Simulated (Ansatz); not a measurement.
```yaml
crystal:
  periodic: [false, false, false]
  atoms:
    - {symbol: Cl, position_ang: [1.488093, 0.100437, 2.630269]}
    - {symbol: Ga, position_ang: [1.231020, -0.540481, 0.588890]}
    - {symbol: O, position_ang: [-0.622640, -1.058293, 0.330625]}
    - {symbol: Ga, position_ang: [-1.231028, 0.540396, -0.588384]}
    - {symbol: Cl, position_ang: [-1.490948, -0.099214, -2.629765]}
    - {symbol: O, position_ang: [0.623068, 1.057446, -0.331685]}
    - {symbol: H, position_ang: [2.241771, -1.444787, -0.154945]}
    - {symbol: H, position_ang: [-0.796457, -1.888449, -0.121090]}
    - {symbol: H, position_ang: [-2.240368, 1.444836, 0.157288]}
    - {symbol: H, position_ang: [1.488093, 0.150437, 2.930269]}
basis:
  gaussian: {orbitals: def2-mTZVP}
hamiltonian: {xc: {name: PBE0}, dispersion: d3bjatm}
accuracy: high
output: {forces: true}
```

```sh
$ ansatz run in.yaml --threads 8 --pin off --events-out ev --progress --plain --max-ram 20889MiB
```

Shortened log:

```
Functional definition: PBE0
3335 factors; integrals over basis functions are off by at most 1.4e-8 eV
mean field evaluation 1: about -133719.2957 eV, gradient 9.2e1 eV
mean field evaluation 2: about -133552.1680 eV, gradient 2.2e2 eV
mean field evaluation 4: about -133732.4707 eV, gradient 1.6e1 eV
mean field evaluation 8: about -133733.1824 eV, gradient 9.3e-1 eV
mean field evaluation 16: about -133733.3548 eV, gradient 8.0e-4 eV
mean field -133733.35480700 eV, -4914.6101414338 hartree, gradient 3.5e-8 eV, S^2 0.000000; 0 other end points of the search recorded, 0 dependent functions left out
reference -133733.35481027 eV, -4914.6101415536 hartree; 58, 58 occupied and 118, 118 virtual orbitals, 3335 factors
Total energy: -133733.60655097 eV, -4914.6193928541 hartree
Atom 0 at     1.488093     0.100437     2.630269 Å, force     0.488258  -211.399293 -1273.244159 eV/Å
Atom 1 at     1.231020    -0.540481     0.588890 Å, force    -2.274968     1.865417    -6.379990 eV/Å
Atom 2 at    -0.622640    -1.058293     0.330625 Å, force     0.018164    -1.107685     1.070969 eV/Å
Atom 3 at    -1.231028     0.540396    -0.588384 Å, force     2.093820     1.300188     0.216430 eV/Å
Atom 4 at    -1.490948    -0.099214    -2.629765 Å, force    -0.275059    -0.279876    -0.421075 eV/Å
Atom 5 at     0.623068     1.057446    -0.331685 Å, force     0.109668    -1.967980     1.670221 eV/Å
Atom 6 at     2.241771    -1.444787    -0.154945 Å, force     0.367038    -0.325106     0.763244 eV/Å
Atom 7 at    -0.796457    -1.888449    -0.121090 Å, force    -0.059280    -0.266274    -0.029683 eV/Å
Atom 8 at    -2.240368     1.444836     0.157288 Å, force    -0.366100    -0.093619     0.065184 eV/Å
Atom 9 at     1.488093     0.150437     2.930269 Å, force    -0.101541   212.274228  1276.288858 eV/Å
Dipole moment:     0.736492    -0.763396     1.767850 e Å
```

Something in this input is off. What?

One atom was put on top of another. Self-consistency was reached. The result belongs to that input, not to the molecule as meant.
